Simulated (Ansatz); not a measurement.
The cluster CuO₂, relaxed as a quartet with UKS r2SCAN-D4/def2-TZVP in Ansatz, starting from the r2SCAN-D4/def2-TZVP geometry of the neutral doublet. Force threshold 0.02 eV/Å.

The structure holds one bond between oxygen atoms, so isomers without such links may lie far lower. At r2SCAN-D4/def2-TZVP a doublet of charge 0 lies 0.53 eV below the quartet, each at its own geometry. The structure comes from a short search, and lower isomers may exist.

Start:

Cartesian coordinates in Å:
```
Cu 0.937 -1.130 -0.251
O -1.083 0.646 -0.017
O 0.146 0.484 0.268
```

```
         step  energy (eV)  largest force component (eV/Å)  SCF passes
            1  -48730.0742                           1.384          36
            2  -48730.0981                           0.751          42
            3  -48730.1234                           0.117          39
            4  -48730.1247                           0.120          39
 5 (rejected)  -48730.1149                           0.971          51
            6  -48730.1286                           0.080          46
            7  -48730.1287                           0.445          45
            8  -48730.1318                           0.330          41
            9  -48730.1388                           0.187          46
           10  -48730.1533                           0.019          52
11 (rejected)  -48730.1526                           0.089          40
           12  -48730.1534                           0.044          42
           13  -48730.1535                           0.001          41
```

Force components are those of the run's own axes.

End:

Cartesian coordinates in Å:
```
Cu 0.6770 -1.0913 -0.3094
O -0.8552 0.3006 -0.1107
O 0.1782 0.7907 0.4201
```

Bonds formed: Cu1–O2 (atoms count from 1).

The force fell under the threshold at step 10, but the optimiser went on. No frequencies were taken in this run, so the end may be a saddle point.

Run time 57 s (2 threads of Arm Neoverse V2 on a shared host).
